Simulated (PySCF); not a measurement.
PySCF input file for C2H3AuN, SMILES C[N+]#[C-]->[Au] (connectivity only; charge and spin as stated), neutral, multiplicity 2, PBE-D3(BJ)/def2-SVP. Geometry optimised at PBE-D3(BJ)/def2-SVP. The geometry has at least one imaginary mode, so it is a saddle point at that level. The spin state was assumed, not searched. The isomer is the one that the SMILES or the coordinates give; other isomers of the formula were not compared. The def2 effective core potentials stand for the cores of Au; spin–orbit coupling is left out.

```python
import numpy as np
from pyscf import gto, scf, dft, df
from pyscf.hessian import thermo

mol = gto.M(
    atom='''
    Au   -0.03018494   -0.72690212    0.00000000
    C    -0.24897527    3.65455621   -0.00000000
    N     0.23006053    2.32984040   -0.00000000
    C     0.56958888    1.18940478   -0.00000000
    H    -0.87131480    3.83751705   -0.90030712
    H     0.59313453    4.37758444   -0.00000000
    H    -0.87131480    3.83751705    0.90030712
    ''',
    basis='def2-SVP',
    ecp={'Au': 'def2-svp'},
    charge=0,
    spin=1,
    max_memory=1600,
    verbose=3,
)
mf = dft.UKS(mol, xc='pbe').density_fit(auxbasis='def2-universal-jkfit')
mf.disp = 'd3bj'
mf.grids.level = 3
mf.conv_tol = 1e-11
mf.max_cycle = 100
mf.kernel()
fine, coarse = mf.grids, dft.Grids(mol).set(level=1).build(with_non0tab=True)
for _ in range(3):  # follow internal instabilities
    mf.grids = coarse
    mo, _, stable, _ = mf.stability(return_status=True, nroots=4)
    mf.grids = fine
    if stable:
        break
    mf.kernel(mf.make_rdm1(mo, mf.mo_occ))

# [left out here: the lines that compute and print the analytic Hessian (its translational invariance restored by hand, since the grid's response is missing), thermochemistry and intensities]
```

Log of the run:

```

WARN: HOMO -0.578212514371471 >= LUMO -0.578212514371473

converged SCF energy = -268.231601991989  <S^2> = 0.7530408  2S+1 = 2.0030385
<class 'pyscf.df.df_jk.DFUKS'> wavefunction is stable in the internal stability analysis

WARN: DFTD3 does not support analytical Hessian, using finite difference


WARN: Mole.unit (angstrom) is changed to Bohr

Mode                                 0                   1                   2
Irrep
Freq [cm^-1]                      -39.0287             83.3430            230.1520
Reduced mass [au]                   1.3673              3.7932              7.4849
Force const [Dyne/A]               -0.0012              0.0155              0.2336
Char temp [K]                     -56.1536            119.9120            331.1375
Normal mode                   x     y     z       x     y     z       x     y     z
       0  Au                -0.00 -0.00  0.01    0.01 -0.01  0.00    0.00  0.02  0.00
       1   C                -0.00  0.00  0.06    0.11  0.11  0.00    0.04 -0.09  0.00
       2   N                 0.00  0.00 -0.05   -0.13  0.03 -0.00   -0.15 -0.14 -0.00
       3   C                 0.00  0.00 -0.13   -0.13  0.03  0.00    0.09 -0.07  0.00
       4   H                 0.37  0.20 -0.15    0.14  0.23  0.00    0.06  0.01  0.00
       5   H                -0.00  0.00  0.56    0.24 -0.04  0.00    0.14 -0.20  0.00
       6   H                -0.37 -0.20 -0.15    0.14  0.23 -0.00    0.06  0.01 -0.00
Mode                                 3                   4                   5
Irrep
Freq [cm^-1]                      281.3281            389.6009           1001.0124
Reduced mass [au]                   5.1795             10.1399              5.2835
Force const [Dyne/A]                0.2415              0.9068              3.1192
Char temp [K]                     404.7685            560.5489           1440.2339
Normal mode                   x     y     z       x     y     z       x     y     z
       0  Au                 0.00  0.00  0.00   -0.01 -0.02 -0.00    0.00  0.00 -0.00
       1   C                 0.00 -0.00 -0.05   -0.03  0.08 -0.00   -0.07  0.18 -0.00
       2   N                -0.00 -0.00  0.20   -0.06  0.05 -0.00    0.04 -0.09  0.00
       3   C                 0.00 -0.00 -0.16    0.22  0.12  0.00    0.03 -0.15  0.00
       4   H                 0.07 -0.18 -0.13   -0.02  0.10  0.00   -0.05  0.21 -0.01
       5   H                 0.00 -0.00 -0.13    0.00  0.05 -0.00   -0.04  0.14  0.00
       6   H                -0.07  0.18 -0.13   -0.02  0.10 -0.00   -0.05  0.21  0.01
Mode                                 6                   7                   8
Irrep
Freq [cm^-1]                     1077.2013           1082.9352           1376.8507
Reduced mass [au]                   1.3426              1.3267              1.1961
Force const [Dyne/A]                0.9179              0.9167              1.3360
Char temp [K]                    1549.8528           1558.1026           1980.9816
Normal mode                   x     y     z       x     y     z       x     y     z
       0  Au                 0.00 -0.00 -0.00   -0.00 -0.00  0.00   -0.00 -0.00 -0.00
       1   C                -0.00 -0.00  0.13   -0.12 -0.06 -0.00    0.05 -0.11  0.00
       2   N                 0.00  0.00 -0.07    0.06  0.03  0.00    0.00  0.01  0.00
       3   C                -0.00  0.00  0.01   -0.00  0.02 -0.00    0.00 -0.00 -0.00
       4   H                 0.27 -0.45 -0.15    0.17  0.36 -0.11   -0.15  0.48  0.24
       5   H                 0.00 -0.00 -0.35    0.30 -0.54  0.00   -0.31  0.32 -0.00
       6   H                -0.27  0.45 -0.15    0.17  0.36  0.11   -0.15  0.48 -0.24
Mode                                 9                  10                  11
Irrep
Freq [cm^-1]                     1399.9381           1404.4688           2152.1892
Reduced mass [au]                   1.0355              1.0333             12.1408
Force const [Dyne/A]                1.1956              1.2009             33.1328
Char temp [K]                    2014.1992           2020.7179           3096.5211
Normal mode                   x     y     z       x     y     z       x     y     z
       0  Au                -0.00  0.00  0.00   -0.00 -0.00  0.00   -0.00 -0.00 -0.00
       1   C                 0.03  0.03  0.00   -0.00 -0.00  0.04   -0.01  0.03 -0.00
       2   N                 0.02  0.00  0.00   -0.00 -0.00  0.02    0.06 -0.19  0.00
       3   C                -0.00  0.00 -0.00    0.00 -0.00 -0.00   -0.05  0.18 -0.00
       4   H                -0.48 -0.05  0.33    0.22  0.45 -0.04   -0.00  0.04  0.02
       5   H                 0.36 -0.38 -0.00   -0.00  0.00 -0.67   -0.04  0.03 -0.00
       6   H                -0.48 -0.05 -0.33   -0.22 -0.45 -0.04   -0.00  0.04 -0.02
Mode                                12                  13                  14
Irrep
Freq [cm^-1]                     2961.1868           3051.1944           3057.6850
Reduced mass [au]                   1.0326              1.1059              1.1057
Force const [Dyne/A]                5.3349              6.0662              6.0907
Char temp [K]                    4260.4885           4389.9894           4399.3280
Normal mode                   x     y     z       x     y     z       x     y     z
       0  Au                 0.00  0.00 -0.00   -0.00  0.00 -0.00   -0.00 -0.00 -0.00
       1   C                -0.01  0.04  0.00    0.08  0.03 -0.00   -0.00 -0.00 -0.09
       2   N                -0.00  0.01 -0.00   -0.00 -0.00  0.00    0.00  0.00  0.00
       3   C                 0.00 -0.00 -0.00    0.00  0.00 -0.00   -0.00 -0.00  0.00
       4   H                 0.31 -0.08  0.45   -0.21  0.07 -0.33    0.38 -0.10  0.54
       5   H                -0.45 -0.38  0.00   -0.58 -0.49 -0.00    0.00  0.00 -0.02
       6   H                 0.31 -0.08 -0.45   -0.21  0.07  0.33   -0.38  0.10  0.54
temperature 298.1500 [K]
pressure 101325.00 [Pa]
Rotational constants [GHz] 56.02927 1.25897 1.24119
Symmetry number 1
Zero-point energy (ZPE) 0.04454 [Eh]   116929.500 [J/mol]
                           tot       elec      trans        rot        vib
Entropy [J/mol/K]       325.893      5.763    176.995    107.570     35.564
Cv [J/mol/K]             59.499      0.000     12.472     12.472     34.555
Cp [J/mol/K]             67.813      0.000     20.786     12.472     34.555
Internal energy [J/mol]                      3718.434   3718.434 122599.236
Internal energy [Eh]   -268.18207  -268.23160
Enthalpy [J/mol]                             6197.391   3718.434 122599.236
Enthalpy [Eh]          -268.18113
Gibbs free energy [J/mol]                  -46573.761 -28353.579 111995.686
Gibbs free energy [Eh] -268.21814
mode   freq/cm-1   IR/(km/mol)
   1      -39.03         0.106
   2       83.34        16.558
   3      230.15         6.589
   4      281.33         4.361
   5      389.60         5.791
   6     1001.01         4.187
   7     1077.20         1.495
   8     1082.94         0.618
   9     1376.85        55.557
  10     1399.94         8.564
  11     1404.47        11.634
  12     2152.19       765.813
  13     2961.19        40.112
  14     3051.19         4.562
  15     3057.69         1.560
max |gradient| / (hartree/bohr): 3.4538832675398834e-05
APT charges: [-0.2875  0.4015 -0.7324  0.6334 -0.0017 -0.0115 -0.0017]
```

Self-consistency was reached. The end point has an imaginary mode, so it is no minimum.
